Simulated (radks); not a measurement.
All-electron atom: Gd3+ in [Kr] 4d9 4f8 5s2 5p6 (not the ground configuration).

Calculated with a radial shooting solver on a logarithmic mesh with Libxc functionals: non-relativistic Kohn-Sham, PBE, spin-polarised, spherical densities, point nucleus; open shells are filled with parallel spins first (spin-orbit coupling, left out, can overturn this in heavy ions); relativity is left out, which matters for an element this heavy.

Energy parts (eV):
total: -294348.91
kinetic: 294262.71
electron-nucleus: -696760.07
Hartree: 114634.66
exchange-correlation: -6486.20

Orbitals (lengths in bohr, moments of r in powers of bohr; r(90%) holds 90 % of the orbital's charge):
1s up: occ. 1; eigenvalue (eV) -47110.33; <r^2> 0.0007510; r(90%) 0.0421
1s down: occ. 1; eigenvalue (eV) -47110.32; <r^2> 0.0007510; r(90%) 0.0421
2s up: occ. 1; eigenvalue (eV) -7528.568; <r^2> 0.01194; r(90%) 0.155
2s down: occ. 1; eigenvalue (eV) -7527.885; <r^2> 0.01194; r(90%) 0.155
2p up: occ. 3; eigenvalue (eV) -7164.383; <r^2> 0.008882; r(90%) 0.138
2p down: occ. 3; eigenvalue (eV) -7163.883; <r^2> 0.008881; r(90%) 0.138
3s up: occ. 1; eigenvalue (eV) -1683.041; <r^2> 0.07738; r(90%) 0.381
3s down: occ. 1; eigenvalue (eV) -1679.855; <r^2> 0.07721; r(90%) 0.380
3p up: occ. 3; eigenvalue (eV) -1520.920; <r^2> 0.07245; r(90%) 0.373
3p down: occ. 3; eigenvalue (eV) -1517.970; <r^2> 0.07227; r(90%) 0.373
3d up: occ. 5; eigenvalue (eV) -1219.057; <r^2> 0.05788; r(90%) 0.345
3d down: occ. 5; eigenvalue (eV) -1216.682; <r^2> 0.05771; r(90%) 0.345
4s up: occ. 1; eigenvalue (eV) -356.1358; <r^2> 0.3881; r(90%) 0.841
4s down: occ. 1; eigenvalue (eV) -349.2979; <r^2> 0.3888; r(90%) 0.842
4p up: occ. 3; eigenvalue (eV) -292.6792; <r^2> 0.4093; r(90%) 0.871
4p down: occ. 3; eigenvalue (eV) -285.8824; <r^2> 0.4105; r(90%) 0.873
4d up: occ. 5; eigenvalue (eV) -179.5558; <r^2> 0.4657; r(90%) 0.950
4d down: occ. 4; eigenvalue (eV) -172.8653; <r^2> 0.4693; r(90%) 0.955
4f up: occ. 7; eigenvalue (eV) -41.1835; <r^2> 0.8004; r(90%) 1.33
4f down: occ. 1; eigenvalue (eV) -35.3340; <r^2> 0.8901; r(90%) 1.42
5s up: occ. 1; eigenvalue (eV) -69.3920; <r^2> 2.181; r(90%) 2.00
5s down: occ. 1; eigenvalue (eV) -67.0205; <r^2> 2.257; r(90%) 2.03
5p up: occ. 3; eigenvalue (eV) -51.6367; <r^2> 2.696; r(90%) 2.24
5p down: occ. 3; eigenvalue (eV) -49.8013; <r^2> 2.808; r(90%) 2.29

The highest occupied level is 4f down at -35.334 eV. The electron density at the nucleus is 1.866e+05 e/bohr^3. Spin moment in Bohr magnetons: 7. The spin density at the nucleus is 0.277 e/bohr^3 (1s -0.063, 2s -0.908, 3s -4.735, 4s 1.638, 5s 4.345). Summed over all electrons, <r^2> = 36.13 bohr^2, which gives a Langevin (diamagnetic) susceptibility term of -28.6 x 10^-6 cm^3/mol. The density falls to 0.001 e/bohr^3 at r = 3.27 bohr. Virial ratio -V/T = 2.00029.
